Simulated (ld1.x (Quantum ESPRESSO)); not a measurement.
**iron, TM: configuration errors across variants**

* Element: Fe (Z = 26)
* Generator: ld1.x (Quantum ESPRESSO) 7.5
* Type: norm-conserving Troullier–Martins (Kleinman–Bylander form)
* Functional: PBE
* Relativity: scalar-relativistic
* Frozen core: [Ar]
* Valence charge: 8
* Reference configuration: 3d6 4s0.5 4p0 (charge +1.5)
* Partial waves: 4s (bound): rc 1.65 bohr; 4p (bound, empty): rc 2.40 bohr; 4f channel at 0.05 Ry: rc 2.60 bohr; 3d (bound): rc 1.20 bohr
* Local potential: the d channel
* Core correction: Bessel-smoothed model core inside 1.05 bohr

All-electron excitation energies from the reference (eV): (1) 3d6 4s2 4p0 -15.845; (2) 3d6 4s1 4p0 -7.116; (3) 3d6 4s0 4p0 9.087; (4) 3d6 4s0 4p1 -2.062; (5) 3d6.5 4s1.5 4p0 -16.572; (6) 3d6 4s1.5 4p0 -12.361; (7) 3d7 4s1 4p0 -16.636.

3 further variants failed, have other tests or another functional or relativity, and are left out.

A true bound ghost makes a file unfit for plane-wave use even where its test errors are small: the radial tests pick states by their node count and pass the ghost by.

Errors AE − PS in meV (a dash: test not solved or not reliable):

```csv
change,(1),(2),(3),(4),(5),(6),(7),bound ghosts
base,-3.8,-0.7,-3.5,-1.7,-0.6,-2.3,-49,"s, p"
wave 3d (bound): rc 1.20 bohr becomes 3d (bound): rc 1.10 bohr,-3.1,-0.6,-3.6,-1.7,+3.5,-2.1,-43,"s, p"
wave 4f channel at 0.05 Ry: rc 2.60 bohr becomes 4f channel at 0.05 Ry: rc 3.32 bohr,-3.8,-0.7,-3.5,-1.7,-0.6,-2.3,-49,"s, p"
wave 4s (bound): rc 1.65 bohr becomes 4s (bound): rc 1.26 bohr,-12,-2.0,-5.0,-9.4,-24,-6.8,-68,"p, s"
local potential the p channel,-81,–,-4.4,–,–,-36,-361,s
wave 4p (bound): rc 2.40 bohr becomes 4p (bound): rc 2.62 bohr,-3.8,-0.7,-3.5,-1.8,-0.6,-2.3,-49,"s, p"
wave 4f channel at 0.05 Ry: rc 2.60 bohr becomes 4f channel at 0.4 Ry: rc 2.60 bohr,-3.8,-0.7,-3.5,-1.7,-0.6,-2.3,-49,"s, p"
core correction Bessel-smoothed model core inside 0.70 bohr,-3.8,-0.7,-3.4,-1.7,-0.6,-2.3,-49,"s, p"
wave 4f channel at 0.05 Ry: rc 2.60 bohr becomes 4f channel at 1.52 Ry: rc 2.60 bohr,-3.8,-0.7,-3.5,-1.7,-0.6,-2.3,-49,"s, p"
```

Problem. Give the same row for: all radii but the core radius scaled by about 1.26 (s 2.08, p 3.02, d 1.50, f 3.26 bohr).

Solution. -12, -1.9, -4.7, -0.7, -7.7, -6.5, -71; bound ghosts: s, p.
